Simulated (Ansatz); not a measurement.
Kohn–Sham single points on C3H9BF2Si (`C[Si](C)(C)B(F)F`).

```yaml
crystal:
  periodic: [false, false, false]
  atoms:
    - {symbol: C, position_ang: [0.408011, 0.900303, 1.568811]}
    - {symbol: Si, position_ang: [0.009903, 0.026485, -0.045171]}
    - {symbol: C, position_ang: [1.318473, -1.256452, -0.435829]}
    - {symbol: C, position_ang: [-1.683052, -0.777010, 0.076485]}
    - {symbol: B, position_ang: [-0.052050, 1.426280, -1.530432]}
    - {symbol: F, position_ang: [-0.907470, 2.438797, -1.494293]}
    - {symbol: F, position_ang: [0.742527, 1.401841, -2.590000]}
    - {symbol: H, position_ang: [1.393563, 1.371290, 1.538071]}
    - {symbol: H, position_ang: [-0.329088, 1.676335, 1.789018]}
    - {symbol: H, position_ang: [0.403871, 0.187370, 2.398372]}
    - {symbol: H, position_ang: [1.104761, -1.764450, -1.379481]}
    - {symbol: H, position_ang: [1.366198, -2.014576, 0.350855]}
    - {symbol: H, position_ang: [2.307135, -0.798942, -0.522037]}
    - {symbol: H, position_ang: [-1.943569, -1.305896, -0.843578]}
    - {symbol: H, position_ang: [-1.702555, -1.501582, 0.895661]}
    - {symbol: H, position_ang: [-2.459556, -0.032391, 0.267848]}
basis:
  gaussian: {orbitals: def2-TZVPP}
hamiltonian: {xc: pbe, dispersion: d4}
output: {forces: true, orbitals: {seedname: orbitals}}
```

```sh
$ ansatz run in.yaml --threads 8 --pin off --events-out ev --progress --plain --max-ram 18278MiB
```

Output, abridged:

```
Functional definition: PBE
1840 factors; their error is unknown
mean field evaluation 1: about -17215.1568 eV, gradient 1.1e2 eV
mean field evaluation 2: about -17180.3411 eV, gradient 1.5e2 eV
mean field evaluation 4: about -17238.6609 eV, gradient 1.0e1 eV
mean field evaluation 8: about -17238.8848 eV, gradient 2.2e-1 eV
mean field evaluation 16: about -17238.8443 eV, gradient 7.3e-3 eV
mean field -17238.84430345 eV, -633.5158432433 hartree, gradient 3.6e-5 eV, S^2 0.000000; 0 other end points of the search recorded, 0 dependent functions left out
reference -17238.84435885 eV, -633.5158452793 hartree; 32, 32 occupied and 322, 322 virtual orbitals, 1840 factors
Total energy: -17239.19946595 eV, -633.5288952245 hartree
Atom 0 at     0.408011     0.900303     1.568811 Å, force    -0.005728    -0.005514    -0.017952 eV/Å
Atom 1 at     0.009903     0.026485    -0.045171 Å, force     0.010591     0.092591    -0.119438 eV/Å
Atom 2 at     1.318473    -1.256452    -0.435829 Å, force    -0.021557     0.016897     0.011035 eV/Å
Atom 3 at    -1.683052    -0.777010     0.076485 Å, force     0.015831     0.011543    -0.002809 eV/Å
Atom 4 at    -0.052050     1.426280    -1.530432 Å, force     0.019749    -0.387355     0.407101 eV/Å
Atom 5 at    -0.907470     2.438797    -1.494293 Å, force    -0.438315     0.489803     0.051168 eV/Å
Atom 6 at     0.742527     1.401841    -2.590000 Å, force     0.412886    -0.044588    -0.514822 eV/Å
Atom 7 at     1.393563     1.371290     1.538071 Å, force     0.183114     0.090826    -0.000347 eV/Å
Atom 8 at    -0.329088     1.676335     1.789018 Å, force    -0.134544     0.147514     0.047037 eV/Å
Atom 9 at     0.403871     0.187370     2.398372 Å, force     0.000515    -0.133570     0.163947 eV/Å
Atom 10 at     1.104761    -1.764450    -1.379481 Å, force    -0.034264    -0.100004    -0.176192 eV/Å
Atom 11 at     1.366198    -2.014576     0.350855 Å, force     0.017364    -0.150861     0.145518 eV/Å
Atom 12 at     2.307135    -0.798942    -0.522037 Å, force     0.188914     0.079299    -0.017165 eV/Å
Atom 13 at    -1.943569    -1.305896    -0.843578 Å, force    -0.054528    -0.099883    -0.169632 eV/Å
Atom 14 at    -1.702555    -1.501582     0.895661 Å, force    -0.009319    -0.141281     0.157104 eV/Å
Atom 15 at    -2.459556    -0.032391     0.267848 Å, force    -0.150710     0.134581     0.035446 eV/Å
Dipole moment:     0.010473    -0.253861     0.270543 e Å
```

Run time 2.9 s (8 threads of an Arm Neoverse V1 on a shared host); peak host memory 0.62 GiB.

Changing it to `hamiltonian: {xc: {name: LC-wPBE}}` and no forces (abridged; 3.1 s):

```
Functional definition: LC-wPBE
mean field evaluation 16: about -17246.1343 eV, gradient 8.9e-5 eV
mean field -17246.13426947 eV, -633.7837445532 hartree, gradient 4.0e-5 eV, S^2 0.000000
Total energy: -17246.13426947 eV, -633.7837445535 hartree
```

The same input with `hamiltonian: {xc: lda}` and no forces (abridged; 2.1 s):

```
Functional definition: SPW92
mean field evaluation 16: about -17149.1309 eV, gradient 1.3e-3 eV
mean field -17149.13092640 eV, -630.2189374469 hartree, gradient 5.2e-5 eV, S^2 0.000000
Total energy: -17149.13097712 eV, -630.2189393106 hartree
```

With the line `hamiltonian: {xc: {name: r2SCANh}, dispersion: d4}` and no forces (abridged; 6.5 s):

```
Functional definition: r2SCANh
mean field evaluation 16: about -17248.1660 eV, gradient 1.6e-4 eV
mean field -17248.16603475 eV, -633.8584105503 hartree, gradient 1.1e-5 eV, S^2 0.000000
Total energy: -17248.26679186 eV, -633.8621133058 hartree
```

With the line `hamiltonian: {xc: {name: PBE-QIDH}}` and no forces (abridged; 7.5 s):

```
Functional definition: PBE-QIDH
mean field evaluation 16: about -17224.4704 eV, gradient 7.4e-5 eV
mean field -17224.47042421 eV, -632.9876129243 hartree, gradient 4.4e-6 eV, S^2 0.000000
11 core orbitals not correlated: weight in the atoms' cores, before any rotation towards them, 1.000 or more for the frozen orbitals, at most 0.000 for the correlated occupied ones
second order -37.89600143 eV of doubles, -0.00000000 eV of singles
Total energy: -17237.10244035 eV, -633.4518309550 hartree
```

With the line `hamiltonian: {xc: {name: r2SCAN0}, dispersion: d4}` and no forces (abridged; 6 s):

```
Functional definition: r2SCAN0
mean field evaluation 16: about -17247.5484 eV, gradient 1.3e-4 eV
mean field -17247.54835979 eV, -633.8357114140 hartree, gradient 3.0e-5 eV, S^2 0.000000
Total energy: -17247.65907019 eV, -633.8397799462 hartree
```
